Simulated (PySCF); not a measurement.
Level of theory: PySCF, PBE0, basis Sn def2-SVPD with ECP28, I def2-SVPD with ECP28 (scalar-relativistic core potentials, no spin–orbit coupling, density fitting). Open shells, if any, are unrestricted.

Problem. What shape and geometry does isolated singlet SnI₃⁻ take (every ligand bound to Sn)?

Solution. Counting electrons, tin keeps 2 of its valence electrons outside its bonds, so the VSEPR class is AX3E1 and the expected shape is trigonal pyramidal (C3v), as computed. The lowest minimum found is a singlet of C3v symmetry with Sn–I 2.879 Å (×3); I–Sn–I 99.4° (×3). Its harmonic wavenumbers are 43 (e), 58 (a1), 152 (e), 160 (a1) cm⁻¹ and its dipole moment is 2.10 D about the centre of mass.

Only a few start shapes were tried, so a lower isomer may exist. The lowest empty level of this anion is unbound, so it and the gap depend on the basis.
